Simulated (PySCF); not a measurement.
**Computed data sheet: `C#C[C@@H]1C[C@H]1[SiH2]N`**

Species: C₅H₉NSi.
Atom-mapped SMILES: `[CH:1]#[C:2][C@@H:3]1[CH2:4][C@H:5]1[SiH2:6][NH2:7]` (hydrogens: H8 on C1; H9 on C3; H10, H11 on C4; H12 on C5; H13, H14 on Si6; H15, H16 on N7)

Structure used (GFN2-xTB), in Å, numbered top down from 1:
```
atom  x, y, z in Å
C1     2.743    1.897   -1.161
C2     1.945    1.233   -0.563
C3     0.978    0.422    0.101
C4     0.898   -1.039   -0.237
C5    -0.189   -0.117   -0.699
Si6   -1.915   -0.120    0.050
N7    -1.753   -0.649    1.684
H8     3.447    2.487   -1.668
H9     0.786    0.705    1.129
H10    0.694   -1.729    0.569
H11    1.590   -1.424   -0.973
H12   -0.151    0.127   -1.755
H13   -2.446    1.240    0.149
H14   -2.778   -0.955   -0.805
H15   -1.314   -1.537    1.870
H16   -2.543   -0.533    2.298
```

Among its groups: alkyne, Si–H bond, C–Si bond and cyclopropane ring.

GFN2-xTB geometry:

- Point group of the GFN2-xTB geometry: C1
- Rotational constants A, B, C of the GFN2-xTB geometry: 5.384, 1.081, 1.045 GHz

**PBE0/pcSseg-1 ground state and GIAO shieldings, non-relativistic (PySCF)**

* Dipole moment: 1.90 D
* HOMO energy: -7.07 eV
* LUMO energy: 0.58 eV
* HOMO–LUMO gap: 7.65 eV
* Lowest Hirshfeld atomic charge: -0.31 e on N7
* Highest Hirshfeld atomic charge: +0.37 e on Si6
* 13C chemical shifts (computed TMS as zero) by class: 93.4 (C2), 69.4 (C1), 13.9 (C4), 9.1 (C5), 4.4 (C3) ppm
* 1H chemical shifts (computed TMS as zero) by class: 5.16 (H14), 4.81 (H13), 1.57 (H9), 1.13 (H8), 1.01 (H11), 0.54 (H10), 0.03 (H12), -0.32 (H15/H16) ppm
* Isotropic shieldings of nuclei other than C and H, by class: 268 (N7), 386 (Si6) ppm
* Mayer bond orders between heavy atoms: C1–C2 2.46, C2–C3 1.10, C3–C4 0.92, C4–C5 0.97, C5–Si6 0.86, Si6–N7 1.02, C5–C3 0.89

Monoisotopic mass (most abundant isotopes): 111.0504 u.

The rotational constants make it an asymmetric top with κ = (2B − A − C)/(A − C) = -0.98, nearer the prolate limit (−1). A dipole of 1.90 D is allowed in C1, and pure rotational transitions are dipole-allowed. With B = h/(8π²I), that is 505.379 GHz u Å² over I, the principal moments of inertia are 93.9, 467.7 and 483.8 u Å² (most abundant isotopes). The dipole equals about 6.3 × 10⁻³⁰ C·m (1 D = 3.33564 × 10⁻³⁰ C·m).

Geometry: GFN2-xTB, one conformer, isolated molecule. NMR classes are plain means over equivalent atoms (diastereotopic ones count apart unless rotation or inversion swaps them), as if these changed places fast; in this geometry the members of some classes differ.

For the NMR shielding job (PBE0/pcSseg-1), hardware: Arm Neoverse V1, one thread, shared host. Cost: 25 s of wall time.
